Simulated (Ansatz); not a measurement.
Interaction energy ladder

The pair of F⁻ (SMILES [F-], atom 1) and AlF3 (SMILES F[Al](F)F, atoms 2–5), both closed shells, in one local arrangement (a lower one may exist), relaxed at PBE0-D4/def2-TZVPD:

```json
{"atom": "F1", "x (Å)": "-0.4860", "y (Å)": "-0.2856", "z (Å)": "-1.5921"}
{"atom": "F2", "x (Å)": "1.2331", "y (Å)": "-1.0773", "z (Å)": "0.4140"}
{"atom": "Al3", "x (Å)": "0.0000", "y (Å)": "0.0000", "z (Å)": "0.0000"}
{"atom": "F4", "x (Å)": "0.5666", "y (Å)": "1.5849", "z (Å)": "0.1400"}
{"atom": "F5", "x (Å)": "-1.3136", "y (Å)": "-0.2220", "z (Å)": "1.0381"}
```

Ansatz 0.2.0; basis: def2-TZVPPD, with def2-QZVPPD for the basis limit; cores frozen in the correlated methods. B3LYP uses VWN-RPA correlation. Extrapolation: Hartree–Fock as exp(−7.88 √X), correlation as X^−2.97. Interaction energies count from these two fragments, frozen as in the pair, with the counterpoise correction; negative means bound.

Q: What is the interaction energy by CCSD(T) at an estimated basis limit (MP2 extrapolated from triple and quadruple zeta, plus CCSD(T) − MP2 in triple zeta)? (To be estimated.)

A: The calculation gives: -139.54 kcal/mol. Hartree–Fock alone gives -148.32 kcal/mol at the basis limit. It counts from the two fragments frozen as in the pair.

The same quantity by other methods in triple zeta, and each one's difference from that estimate:
| method | E_int (kcal/mol) | difference |
| --- | --- | --- |
| PBE-D4 | -128.66 | 10.88 |
| revPBE-D4 | -125.46 | 14.08 |
| BLYP-D4 | -126.26 | 13.28 |
| r2SCAN-D4 | -138.19 | 1.35 |
| B97M-V | -137.45 | 2.09 |
| PBE0-D4 | -137.55 | 1.99 |
| B3LYP-D4 | -134.71 | 4.83 |
| HSE06-D4 | -137.47 | 2.07 |
| wB97X-V | -137.14 | 2.40 |
| wB97M-V | -136.71 | 2.83 |
| B2PLYP | -134.78 | 4.76 |
| HF | -147.43 | -7.89 |
| MP2 | -134.64 | 4.90 |
| CCSD | -139.06 | 0.48 |
| CCSD(T) | -136.91 | 2.63 |
Differences are method less estimate.

Q: Which atoms make the shortest contact between the fragments?

A: F1 and Al3, 1.69 Å apart.

Energy to bend the free fragments (PBE0-D4 minima) into their shapes in the pair, CCSD(T)/def2-TZVPPD: AlF3 24.62 kcal/mol. This must be added to the interaction energy to get the binding energy from relaxed fragments.

Basis-set superposition shift (counterpoise-corrected less uncorrected): CCSD(T) 2.00; MP2 1.93; HF 0.26; PBE0-D4 0.30; wB97M-V 0.26 kcal/mol.

T1 diagnostic: at most 0.026.

For scale, one of the runs: CCSD(T)/def2-TZVPPD, 208 basis functions, launched by `ansatz run in.yaml --threads 4 --pin off --events-out ev --progress --plain --max-ram 9574MiB`. Hardware: 4 CPU threads of an Arm Neoverse V1, shared host. Wall time 17 s; peak host memory 1.6 GiB.
